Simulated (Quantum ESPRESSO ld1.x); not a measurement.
Values are calculated unless marked as measured or tabulated.
All-electron atom: the beryllium ion Be+ in [He] 6f1 (not the ground configuration). Code: ld1.x of Quantum ESPRESSO 7.5. Model: scalar-relativistic Kohn-Sham, LDA (Slater exchange, Perdew-Zunger correlation), spin-polarised, spherical densities, point nucleus; open shells are filled with parallel spins first.

Unscreened Slater integrals over Kohn-Sham orbitals (cm^-1). They are taken over the spin-up orbitals.

F0(6f,6f): 8424.1
F2(6f,6f): 4359.5
F4(6f,6f): 3084.0
F6(6f,6f): 2419.3
F0(6f,1s): 12485
G3(6f,1s): 0.15915
F0(1s,1s): 493070

Derived for the open shells (J is the average intra-shell exchange parameter used in DFT+U). 6f: F4/F2 = 0.707, F6/F2 = 0.555, J = (286 F2 + 195 F4 + 250 F6)/6435 = 381.2 cm^-1.
